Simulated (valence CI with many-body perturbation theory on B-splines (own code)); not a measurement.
**Energy levels of Ce X**

Level of theory: relativistic CI+MBPT: three valence electrons over a frozen Dirac-Fock core [Kr] 4d10, a basis of 7 s, 7 p, 7 d, 7 f, 4 g, 2 h functions for each j, with the one-electron correlation potential Σ1, the two-electron term Σ2, the three-electron term Σ3, Breit, model QED; selected CI, second order for the rest, scaled by the run's own slope (own B-spline code, finite nucleus).

No measured spectrum was set against this ion. As an estimate, levels hold to about 250 cm⁻¹ or 0.2 % of their energy and the worst to 1 %, as in measured heavy ions of charge 2 to 7; those with d or f electrons hold less well.

Levels 136 to 180 of 216, with energies above the lowest level, 5s2.5p 2P°_1/2. "Leading %" is the weight of the configuration and term that name the level; weights of strongly mixed levels are sums over their largest components and can fall short. In the jj column 3d3/2^4 stands for four electrons in 3d with j = 3/2. Lifetimes count E1, E2, E3, M1 and M2 decay at the calculated energies, and are blank where another channel may lead or the interval is too uncertain; long ones can be off by a factor of two.

```
No.  Configuration  Term     J  E (eV)  Leading %                Leading jj  Lifetime
136         4f.5p2   2F°   7/2  55.148         56      4f7/2 5p3/2^2 (64 %)   97.5 ps
137         4f2.5p   4G°   7/2  55.194         35  4f5/2 4f7/2 5p3/2 (74 %)    159 ps
138         4f.5p2   2F°   5/2  55.210         61      4f5/2 5p3/2^2 (64 %)   92.9 ps
139         4f2.5p   4F°   5/2  55.269         29  4f5/2 4f7/2 5p3/2 (34 %)   89.5 ps
140         4f2.5p   4F°   7/2  55.319         27  4f5/2 4f7/2 5p3/2 (61 %)    135 ps
141       5s.5p.5d   4D°   5/2  55.388         29     5s 5p3/2 5d3/2 (39 %)   36.6 ps
142         4f2.5p   4F°   9/2  55.411         51      4f7/2^2 5p3/2 (64 %)    185 ps
143       5s.5p.5d   4P°   3/2  55.479         31     5s 5p3/2 5d3/2 (62 %)   35.9 ps
144       5s.5p.5d   4D°   7/2  55.500         65     5s 5p3/2 5d5/2 (45 %)   29.1 ps
145       5s.5p.5d   4P°   1/2  55.545         66     5s 5p3/2 5d3/2 (68 %)   43.8 ps
146         4f2.5p   4G°   9/2  55.579         52  4f5/2 4f7/2 5p3/2 (75 %)    164 ps
147       5s.5p.5d   2F°   5/2  55.637         17  4f5/2 4f7/2 5p3/2 (23 %)   49.3 ps
148         4f2.5p   4G°   7/2  55.663         32  4f5/2 4f7/2 5p3/2 (60 %)    162 ps
149         4f2.5p   4G°  11/2  55.683         83      4f7/2^2 5p3/2 (66 %)    178 ps
150         4f2.5p   4D°   1/2  55.762         63      4f5/2^2 5p3/2 (51 %)   83.7 ps
151       5s.5p.5d   2D°   3/2  55.874         37     5s 5p3/2 5d5/2 (24 %)   38.7 ps
152         4f2.5p   2H°  11/2  55.881         48      4f5/2^2 5p3/2 (68 %)    178 ps
153         4f2.5p   2G°   9/2  55.908         53      4f7/2^2 5p3/2 (44 %)    172 ps
154         4f2.5p   2P°   1/2  56.005         78      4f7/2^2 5p3/2 (45 %)    174 ps
155         4f2.5p   4D°   3/2  56.024         50  4f5/2 4f7/2 5p3/2 (42 %)   61.6 ps
156         4f2.5p   2I°  13/2  56.067         75  4f5/2 4f7/2 5p3/2 (46 %)    182 ps
157         4f2.5p   2F°   5/2  56.166         36  4f5/2 4f7/2 5p3/2 (43 %)   98.4 ps
158         4f2.5p   2F°   7/2  56.175         48      4f7/2^2 5p3/2 (53 %)    174 ps
159         4f2.5p   2F°   5/2  56.304         29  4f5/2 4f7/2 5p3/2 (48 %)    102 ps
160         4f2.5p   2I°  11/2  56.478         49  4f5/2 4f7/2 5p3/2 (56 %)    175 ps
161         4f2.5p   2F°   5/2  56.609         42      4f7/2^2 5p3/2 (40 %)    107 ps
162         4f2.5p   2G°   7/2  56.869         59      4f5/2^2 5p3/2 (35 %)    118 ps
163         4f2.5p   2G°   9/2  56.896         70  4f5/2 4f7/2 5p3/2 (45 %)    176 ps
164         4f2.5p   2D°   3/2  56.934         43      4f7/2^2 5p3/2 (30 %)    124 ps
165         4f2.5p   2D°   5/2  56.974         25     5s 5p3/2 5d5/2 (38 %)   49.1 ps
166         4f2.5p   2F°   7/2  57.324         43      4f7/2^2 5p3/2 (30 %)   68.2 ps
167       4f.5s.5d   4F°   3/2  57.366         88     4f5/2 5s 5d3/2 (57 %)   32.8 ps
168       4f.5s.5d   4H°   7/2  57.386         75     4f5/2 5s 5d3/2 (74 %)   37.3 ps
169         4f2.5p   4P°   1/2  57.408         56  4f5/2 4f7/2 5p3/2 (54 %)    143 ps
170         4f2.5p   2K°  13/2  57.434         53  4f5/2 4f7/2 5p3/2 (84 %)    185 ps
171       4f.5s.5d   4F°   5/2  57.487         82     4f5/2 5s 5d3/2 (36 %)   32.6 ps
172       4f.5s.5d   4H°   9/2  57.619         82     4f5/2 5s 5d3/2 (51 %)   34.0 ps
173       4f.5s.5d   4F°   7/2  57.622         68     4f7/2 5s 5d3/2 (52 %)   34.8 ps
174         4f2.5p   4P°   3/2  57.634         50  4f5/2 4f7/2 5p3/2 (41 %)    118 ps
175         4f2.5p   2D°   5/2  57.753         15      4f7/2^2 5p3/2 (20 %)   65.8 ps
176       4f.5s.5d   4F°   9/2  57.785         58     4f7/2 5s 5d3/2 (58 %)   32.3 ps
177         4f2.5p   2H°  11/2  57.793         41  4f5/2 4f7/2 5p3/2 (44 %)   85.1 ps
178       4f.5s.5d   4G°   5/2  57.863         79     4f5/2 5s 5d3/2 (60 %)   28.4 ps
179         4f2.5p   4D°   7/2  57.925         60  4f5/2 4f7/2 5p3/2 (39 %)   66.5 ps
180       4f.5s.5d   4H°  11/2  58.017         76     4f5/2 5s 5d5/2 (38 %)   45.2 ps
```

Names give the largest LS component (configuration and term), which can be under half, so a name can repeat, a term be missing and a line seem to break the LS rules; names also repeat where a configuration has a term twice.

Where two levels of one J and parity lie close, their mixing, g and order are uncertain.
